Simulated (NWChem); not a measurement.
System: SiH$_{3}$S$_{2}$Cl; SMILES [SiH](S)(Cl)S

Input file for NWChem:

```
start job
memory heap 200 mb stack 900 mb global 1100 mb
geometry units angstroms noautosym nocenter noautoz
  Si     0.031695     0.028180     0.510528
  S     -1.557744    -1.156909    -0.283639
  S     -0.058968     2.058133    -0.133374
  Cl     1.737489    -0.949491    -0.115834
  H      0.051738     0.107440     1.992353
  H     -2.516409    -0.284423     0.103132
  H     -0.209718     1.744389    -1.439898
end
basis spherical
  * library def2-svp
end
dft
  xc xpbe96 cpbe96
  iterations 150
end
property
  efieldgrad
end
task dft property
```

All runs use the structure optimised with PBE0/def2-SVP.

Vzz is the largest principal value of the second derivative of the potential at the nucleus (NWChem prints the opposite sign); η is the asymmetry. Non-relativistic.

Atoms are numbered as in the input.

Task: What results follow from this input? (PBE/def2-SVP.) Quantities: Vzz S2 (a.u.); η S2; Vzz S3 (a.u.); η S3; Vzz Cl4 (a.u.); η Cl4.

Result: 
- Vzz S2 (a.u.) = -1.981
- η S2 = 0.71
- Vzz S3 (a.u.) = -1.856
- η S3 = 0.77
- Vzz Cl4 (a.u.) = 2.069
- η Cl4 = 0.04
